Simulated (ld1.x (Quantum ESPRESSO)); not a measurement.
## Scattering properties, TM potential for titanium

```json
{
  "Element": "Ti",
  "Generator": "ld1.x (Quantum ESPRESSO) 7.5",
  "Type": "norm-conserving Troullier–Martins (Kleinman–Bylander form)",
  "Functional": "PBEsol",
  "Relativity": "scalar-relativistic",
  "Frozen core": "[Ar]",
  "Valence charge": "4",
  "Reference configuration": "3d2 4s0 4p0 (charge +2)",
  "Partial waves": "4s (bound, empty): rc 2.40 bohr; 4p (bound, empty): rc 2.50 bohr; 3d (bound): rc 1.40 bohr",
  "Local potential": "the d channel",
  "Core correction": "none"
}
```

The phase is arctan(r·u′/u) with u = r·R(r), unwrapped; energies in Ry, scanned from -3 to 5 Ry. A pole is an energy at which the radial function vanishes at the test radius. The pseudo phase is shifted by a multiple of π to meet the all-electron one at the reference energy, and phase errors are pseudo minus all-electron; the curves can meet again beyond the range given. Levels narrower than the energy grid can be missing from the lists of poles.

Task: For each channel, where are the poles, and over which energies does the pseudopotential scatter like the atom?

Result:

```csv
channel,radius (bohr),reference energy (Ry),"poles, all-electron","poles, pseudo",unbroken range about the reference energy with phases within 0.05 rad,phase error 1 Ry above the reference energy (rad)
s,2.69,-1.22,0.96,"0.25, 2.42",below -0.2,-0.046
p,2.69,-0.90,1.85,1.20,below 0.0,-0.052
d,2.69,-1.44,"-1.23, 3.20","-1.23, 3.38",below 0.5,+0.004
```

Note: ghost states, extra bound levels that the all-electron valence spectrum of the same l lacks: s at -226.5 eV, p at -86.7 eV. A true bound ghost makes a file unfit for plane-wave use.

Phases in the p channel:

```csv
E (Ry),all-electron,pseudo
-3.00,1.310,1.288
-2.76,1.287,1.268
-2.52,1.260,1.244
-2.28,1.228,1.213
-2.04,1.187,1.174
-1.80,1.133,1.122
-1.56,1.058,1.049
-1.32,0.945,0.940
-1.08,0.763,0.761
-0.84,0.447,0.447
-0.60,-0.059,-0.072
-0.36,-0.598,-0.635
-0.12,-0.956,-1.004
0.12,-1.162,-1.214
0.36,-1.287,-1.342
0.60,-1.371,-1.429
0.84,-1.430,-1.494
1.08,-1.475,-1.547
1.32,-1.510,-1.593
1.56,-1.540,-1.638
1.80,-1.566,-1.685
2.04,-1.589,-1.738
2.28,-1.611,-1.807
2.52,-1.631,-1.907
2.76,-1.652,-2.079
3.00,-1.673,-2.434
3.24,-1.696,-3.174
3.48,-1.721,-3.879
3.72,-1.751,-4.207
3.96,-1.786,-4.365
4.20,-1.830,-4.455
4.44,-1.889,-4.514
4.68,-1.975,-4.556
4.92,-2.109,-4.587
```
